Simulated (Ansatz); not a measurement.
Species: CH$_{3}$ClF$_{2}$Si, charge 0, multiplicity 1. 
Coordinates optimised at B3LYP-D3(BJ)/def2-TZVP (Ansatz, a program for electronic structure):
```xyz
8

C     -1.9513    -0.1167     0.1792
Si    -0.1434     0.2047     0.2177
F      0.4442    -0.0361     1.6731
F      0.1717     1.7160    -0.1536
Cl     0.8911    -0.9845    -1.0773
H     -2.1604    -1.1522     0.4503
H     -2.3498     0.0658    -0.8195
H     -2.4656     0.5386     0.8845
```
Charge 0, spin multiplicity 1.

Total electronic energies in hartree. Valence correlation only, unless marked. Spin-orbit coupling is left out. Non-relativistic unless marked X2C. Basis-set limits of correlation are two-point, X^-3; Hartree-Fock from the larger set. [CCSD(T)-MP2]/basis is that difference in the basis named.

| level | program | energy (Eh) |
|---|---|---|
| HF/cc-pV(Q+d)Z | Ansatz | -987.30634 |
| BLYP-D4/def2-TZVPD | Ansatz + dftd4 | -989.60525 |
| revPBE-D4/def2-TZVPD | Ansatz + dftd4 | -989.41967 |
| r2SCAN/def2-TZVPD | Ansatz | -989.47753 |
| B3LYP-D3(BJ)/def2-TZVPD | Ansatz + dftd3 | -989.68336 |
| BHLYP-D3(BJ)/def2-TZVPD | Ansatz + dftd3 | -989.55286 |
| BHLYP-D4/def2-TZVPD | Ansatz + dftd4 | -989.55225 |
| HSE06/def2-TZVPD | Ansatz | -989.09835 |
| LC-wPBE-D3(BJ)/def2-TZVPD | Ansatz + dftd3 | -989.29547 |
| wB97X-V/def2-TZVPD | Ansatz | [?] |
| wB97X/def2-TZVPD | Ansatz | [?] |
| PBE-QIDH/def2-TZVPD | Ansatz | [?] |
| MP2/cc-pV(D+d)Z | Ansatz | -987.89214 |
| MP2/cc-pV(T+d)Z | Ansatz | -988.25757 |
| CCSD/6-31G* | Ansatz | -987.81468 |
| CCSD/aug-cc-pV(D+d)Z | Ansatz | -988.01832 |
| CCSD/cc-pV(D+d)Z | Ansatz | -987.92761 |
| CCSD/cc-pV(T+d)Z | Ansatz | -988.28883 |
| CCSD(T)/STO-3G | Ansatz | -975.69356 |
| CCSD(T)/cc-pwCVTZ | Ansatz | -988.34677 |
| X2C-CCSD(T)/cc-pVTZ-DK | Ansatz | -990.51151 |
| RI-MP2/CBS(aug-cc-pV(T+d)Z,aug-cc-pV(Q+d)Z)+[CCSD(T)-MP2]/aug-cc-pV(D+d)Z | Ansatz | -988.5000 |
| RI-MP2/CBS(aug-cc-pV(T+d)Z,aug-cc-pV(Q+d)Z)+[CCSD(T)-MP2]/aug-cc-pV(T+d)Z | Ansatz | -988.5097 |

**Question.** Some entries are withheld; supply them.

**Answer.** 
- wB97X-V/def2-TZVPD, energy (Eh): -989.44385
- wB97X/def2-TZVPD, energy (Eh): -989.57762
- PBE-QIDH/def2-TZVPD, energy (Eh): -988.93102
